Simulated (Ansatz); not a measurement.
Calculated with Ansatz (gas phase, PBE0-D4/def2-TZVP geometries, no zero-point term in ΔE). CBS: MP2 limit from def2 TZ/QZ plus the TZ coupled-cluster correction, frozen cores. This one scheme is used for every species. Functionals use def2-TZVPP. B3LYP here is the variant with VWN-RPA as its local correlation; programs differ in this. One conformer a species, not always the lowest.

Consider the formal exchange of groups at a B–C bond: `C=C([SiH3])BC` + SiH₄ → `CB[SiH3]` + `C=C[SiH3]`.

```json
{"level": "B3LYP-D4", "ΔE (kJ/mol)": "49.2", "difference from CCSD(T)/CBS": "0.9"}
{"level": "B2PLYP", "ΔE (kJ/mol)": "48.5", "difference from CCSD(T)/CBS": "0.2"}
{"level": "PBE", "ΔE (kJ/mol)": "37.8", "difference from CCSD(T)/CBS": "-10.5"}
{"level": "r2SCAN", "ΔE (kJ/mol)": "44.6", "difference from CCSD(T)/CBS": "-3.7"}
{"level": "B3LYP", "ΔE (kJ/mol)": "42.7", "difference from CCSD(T)/CBS": "-5.6"}
{"level": "HF/def2-TZVPP", "ΔE (kJ/mol)": "48.1", "difference from CCSD(T)/CBS": "-0.2"}
{"level": "MP2/def2-TZVPP", "ΔE (kJ/mol)": "57.6", "difference from CCSD(T)/CBS": "9.3"}
{"level": "SCS-MP2/def2-TZVPP", "ΔE (kJ/mol)": "54.7", "difference from CCSD(T)/CBS": "6.4"}
{"level": "CCSD/def2-TZVPP", "ΔE (kJ/mol)": "47.4", "difference from CCSD(T)/CBS": "-0.9"}
{"level": "CCSD(T)/def2-TZVPP", "ΔE (kJ/mol)": "49.4", "difference from CCSD(T)/CBS": "1.1"}
{"level": "HF/def2-QZVPP", "ΔE (kJ/mol)": "48.3", "difference from CCSD(T)/CBS": "0.0"}
{"level": "MP2/def2-QZVPP", "ΔE (kJ/mol)": "57.0", "difference from CCSD(T)/CBS": "8.7"}
{"level": "SCS-MP2/def2-QZVPP", "ΔE (kJ/mol)": "54.0", "difference from CCSD(T)/CBS": "5.7"}
{"level": "HF/CBS(def2)", "ΔE (kJ/mol)": "48.3", "difference from CCSD(T)/CBS": "0.0"}
{"level": "MP2/CBS(def2)", "ΔE (kJ/mol)": "56.4", "difference from CCSD(T)/CBS": "8.1"}
{"level": "CCSD/CBS(def2)", "ΔE (kJ/mol)": "46.3", "difference from CCSD(T)/CBS": "-2.0"}
{"level": "CCSD(T)/CBS", "ΔE (kJ/mol)": "48.3", "difference from CCSD(T)/CBS": "0"}
```

Largest T1 diagnostic among the species: 0.012.

The D4 term adds +6.5 kJ/mol with B3LYP and +3.7 kJ/mol with PBE0; it sums over pairs of atoms, weighted by their polarisabilities, and B3LYP, whose exchange is more repulsive, gets the larger term.
